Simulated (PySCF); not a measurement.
**Dipole moment and polarisability across levels of theory**

Compound: C3H10BFO.
InChI=1S/C3H10BFO/c1-6(4)3-2-5/h2-3H2,1,4H3

PySCF, dipoles from the SCF density, polarisabilities from static response with core orbitals frozen. Geometry: PBE0-D3(BJ)/def2-SVP, one conformer, isolated molecule.

**Question.** How do dipole and polarisability depend on functional and basis here?

**Answer.** 

```csv
level,μ (D),α (Å³),anisotropy (Å³)
CAM-B3LYP/def2-SVPD,3.695,9.21,1.69
wB97X-D/def2-SVPD,3.691,9.22,1.67
LC-wPBE/def2-SVPD,3.728,9.02,1.65
PBE0/6-31G*,3.858,7.59,1.38
PBE0/def2-SVP,3.854,7.89,1.41
PBE0/def2-TZVP,3.694,8.94,1.71
```

The anisotropy is √(½[(α1 − α2)² + (α2 − α3)² + (α3 − α1)²]). The dipole runs from 3.69 D (wB97X-D/def2-SVPD) to 3.86 D (PBE0/6-31G*).
